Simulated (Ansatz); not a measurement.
B3NH10 (relaxed from a model of B3H7(NH3), whose bonding it doesn't keep). Charge 0, multiplicity 1. Geometry PBE0-D4/def2-SVP; atoms count from 1.

```
atom    x (Å)    y (Å)    z (Å)
  B1   1.1449   0.2733   0.6755
  B2  -0.4854   0.7290   1.0366
  H3   0.6523   1.4199   1.1571
  B4  -0.2086  -0.7629   0.0199
  N5  -0.4468  -0.3810  -1.5276
  H6   0.5952  -1.6754   0.0614
  H7   1.8096  -0.2071   1.5624
  H8   1.7413   0.6258  -0.3293
  H9  -0.8899   0.5463   2.1600
 H10  -1.1677   1.4383   0.3150
 H11  -1.2623  -1.1670   0.4740
 H12  -1.1339   0.3727  -1.5931
 H13   0.4266  -0.0378  -1.9328
 H14  -0.7754  -1.1740  -2.0791
```

(1) Estimate the Mulliken populations from the PBE0/def2-TZVP orbitals of Ansatz.

(2) And the Mayer bond orders between heavy atoms (over 0.3)?

## Answers

(1) 
| atom | charge (e) |
| --- | --- |
| B1 | -0.24 |
| B2 | -0.24 |
| H3 | 0.16 |
| B4 | -0.19 |
| N5 | -0.38 |
| H6 | 0.06 |
| H7 | 0.00 |
| H8 | -0.04 |
| H9 | 0.00 |
| H10 | -0.04 |
| H11 | 0.06 |
| H12 | 0.29 |
| H13 | 0.29 |
| H14 | 0.29 |
Mulliken values depend strongly on the basis.

(2) B1–B2 0.58 (1.73 Å); B1–B4 0.59 (1.83 Å); B2–B4 0.59 (1.83 Å); B4–N5 0.72 (1.61 Å).
